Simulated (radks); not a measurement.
Results of a calculation; reference values are marked as such.
Ho V, 63 electrons, occupied as [Kr] 4d10 4f9 5s2 5p5 5f1 (not the ground configuration). Level of theory: non-relativistic Kohn-Sham, LDA (Slater exchange, Perdew-Wang correlation), spin-polarised, spherical densities, point nucleus; open shells are filled with parallel spins first (spin-orbit coupling, left out, can overturn this in heavy ions); relativity is left out, which matters for an element this heavy (a radial shooting solver on a logarithmic mesh with Libxc functionals).

Local quantities along the radius. ELF = 1/(1 + alpha^2) is the electron localisation function; alpha = (tau - tau_W)/tau_unif compares the Pauli kinetic energy density with that of the uniform gas (summed over spins).

```
   r/bohr * ELF (the largest magnitude, 0.999, reaches the edge; | marks zero)
 0.001179 |                                                      *
 0.001598 |                                                      *
 0.002165 |                                                      *
 0.002935 |                                                      *
 0.003977 |                                                      *
  0.00539 |                                                      *
 0.007306 |                                                      *
 0.009901 |                                                     *
  0.01342 |                                                    *
  0.01819 |                                             *
  0.02465 |                           *
   0.0334 |                 *
  0.04527 |                          *
  0.06135 |                                      *
  0.08315 |                                   *
   0.1136 |                    *
    0.154 |                           *
   0.2086 |                                       *
   0.2828 |                      *
   0.3832 |                  *
   0.5194 |                                       *
   0.7039 |                               *
    0.954 |               *
    1.293 |                             *
    1.752 |                            *
    2.375 |  *
    3.218 |*
    4.362 |*
    5.911 *
    8.012 *
```

On this mesh the ELF has minima near r = 0.033, 0.11, 0.33, 0.95 bohr, which separate the shells, and maxima near 0.071 (0.72), 0.21 (0.73), 0.52 (0.72), 1.5 (0.62).
